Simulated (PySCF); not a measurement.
Species: C₈H₁₀NP.
Bonds: C1–C2 (double), C2–C3, C2–P4, P4–C5, C5–C6 (aromatic), C6–C7 (aromatic), C7–N8 (aromatic), N8–C9 (aromatic), C9–C10 (aromatic), C5–C10 (aromatic). Hydrogens: H11, H12 on C1; H13, H14, H15 on C3; H16 on P4; H17 on C6; H18 on C7; H19 on C9; H20 on C10.

The same species was optimised twice, with GFN2-xTB and with PBE0-D3(BJ)/def2-SVP (PySCF), and the same property calculations (PySCF, gas phase) were run on both structures.

| coordinate | GFN2-xTB | PBE0-D3(BJ)/def2-SVP | change |
| --- | --- | --- | --- |
| C1=C2 (Å) | 1.326 | 1.340 | +0.014 |
| C6–C7 (Å) | 1.385 | 1.395 | +0.010 |
| C9–C10 (Å) | 1.384 | 1.393 | +0.009 |
| C7–N8 (Å) | 1.322 | 1.330 | +0.008 |
| N8–C9 (Å) | 1.323 | 1.331 | +0.008 |
| C5–C6 (Å) | 1.391 | 1.399 | +0.008 |
| C5–C10 (Å) | 1.393 | 1.400 | +0.007 |
| P4–C5 (Å) | 1.832 | 1.839 | +0.007 |
| C2–P4 (Å) | 1.838 | 1.842 | +0.004 |
| C2–C3 (Å) | 1.496 | 1.497 | +0.001 |
| C2–P4–C5 (°) | 97.3 | 100.1 | +2.8 |
| C3–C2–P4 (°) | 117.4 | 119.7 | +2.3 |
| C1–C2–P4 (°) | 118.7 | 116.8 | -1.9 |
| C7–N8–C9 (°) | 117.9 | 117.1 | -0.8 |
| C6–C5–C10 (°) | 117.9 | 117.1 | -0.8 |
| P4–C5–C6 (°) | 122.0 | 122.5 | +0.5 |
| C5–C6–C7 (°) | 118.6 | 119.0 | +0.4 |
| C5–C10–C9 (°) | 118.6 | 119.0 | +0.4 |
| C1–C2–P4–C5 (°) | 117 | 123 | +6 |
| C2–P4–C5–C6 (°) | 126 | 132 | +6 |

Rotational constants: A = 2334, B = 724.7, C = 676.1 MHz (GFN2-xTB) against A = 2395, B = 698.7, C = 645.7 MHz (PBE0-D3(BJ)/def2-SVP). Point groups within 0.08 Å: C1 and C1. Atoms that the bonding makes alike are paired by their places after alignment.

On the GFN2-xTB structure: HOMO (eV) -7.06 [PBE0/pcSseg-1]; LUMO (eV) -1.00 [PBE0/pcSseg-1]; dipole (D) 2.32 [PBE0/pcSseg-1]; GIAO shielding of C1 (ppm) 49.4 [PBE0/pcSseg-1]; GIAO shielding of C2 (ppm) 32.8 [PBE0/pcSseg-1]; GIAO shielding of C3 (ppm) 157.0 [PBE0/pcSseg-1]; GIAO shielding of P4 (ppm) 363.4 [PBE0/pcSseg-1]; GIAO shielding of C5 (ppm) 30.6 [PBE0/pcSseg-1]; GIAO shielding of C6/C10 (mean) (ppm) 56.1 [PBE0/pcSseg-1]; GIAO shielding of C7/C9 (mean) (ppm) 31.8 [PBE0/pcSseg-1]; GIAO shielding of N8 (ppm) -88.3 [PBE0/pcSseg-1].

**Question.** What do these properties become on the PBE0-D3(BJ)/def2-SVP structure?

**Answer.** 
| property | level | on GFN2-xTB | on PBE0-D3(BJ)/def2-SVP | change |
| --- | --- | --- | --- | --- |
| HOMO (eV) | PBE0/pcSseg-1 | -7.06 | -7.01 | +0.05 |
| LUMO (eV) | PBE0/pcSseg-1 | -1.00 | -1.04 | -0.04 |
| dipole (D) | PBE0/pcSseg-1 | 2.32 | 2.48 | +0.16 |
| energy, GFN2-xTB geometry as zero (kcal/mol) | PBE0/pcSseg-1 | 0.0 | -1.1 | -1.1 |
| GIAO shielding of C1 (ppm) | PBE0/pcSseg-1 | 49.4 | 42.3 | -7.1 |
| GIAO shielding of C2 (ppm) | PBE0/pcSseg-1 | 32.8 | 32.4 | -0.4 |
| GIAO shielding of C3 (ppm) | PBE0/pcSseg-1 | 157.0 | 156.6 | -0.4 |
| GIAO shielding of P4 (ppm) | PBE0/pcSseg-1 | 363.4 | 358.3 | -5.1 |
| GIAO shielding of C5 (ppm) | PBE0/pcSseg-1 | 30.6 | 29.9 | -0.7 |
| GIAO shielding of C6/C10 (mean) (ppm) | PBE0/pcSseg-1 | 56.1 | 54.1 | -2.0 |
| GIAO shielding of C7/C9 (mean) (ppm) | PBE0/pcSseg-1 | 31.8 | 29.2 | -2.6 |
| GIAO shielding of N8 (ppm) | PBE0/pcSseg-1 | -88.3 | -91.1 | -2.8 |

The heavy atoms differ by 0.112 Å rms after alignment. Among bonds between heavy atoms C1=C2 changes most (+0.014 Å). Changes are differences of the printed values. Neither structure is proved a minimum here.

Conformer computed: `[CH2:1]=[C:2]([CH3:3])[PH:4][c:5]1[cH:6][cH:7][n:8][cH:9][cH:10]1`: C1–C2–P4–C5 123°, C2–P4–C5–C6 132°.
